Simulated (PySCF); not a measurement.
```xyz
13

C     -0.5146     1.8869    -0.1205
Al    -0.0019     0.0009    -0.0007
C     -1.3734    -1.3954    -0.0611
C      1.8851    -0.4890     0.1830
H      0.3119     2.5731     0.0809
H     -0.8929     2.1173    -1.1236
H     -1.3287     2.1262     0.5719
H     -1.3716    -1.9817     0.8649
H     -1.1740    -2.1079    -0.8692
H     -2.3844    -1.0051    -0.2024
H      2.0636    -1.5643     0.1036
H      2.2732    -0.1636     1.1554
H      2.5017     0.0117    -0.5710
```

Charge 0, multiplicity 1.

Problem. Give the Mulliken and meta-Löwdin atomic charges from PBE0-D4/def2-TZVP in PySCF 2.14.0.

Solution. 
| atom | Mulliken (e) | meta-Löwdin (e) |
|---|---|---|
| C1 | -0.62 | -0.68 |
| Al2 | 0.62 | 0.89 |
| C3 | -0.62 | -0.68 |
| C4 | -0.62 | -0.68 |
| H5 | 0.14 | 0.12 |
| H6 | 0.14 | 0.13 |
| H7 | 0.14 | 0.13 |
| H8 | 0.14 | 0.13 |
| H9 | 0.14 | 0.13 |
| H10 | 0.14 | 0.12 |
| H11 | 0.14 | 0.12 |
| H12 | 0.14 | 0.13 |
| H13 | 0.14 | 0.13 |
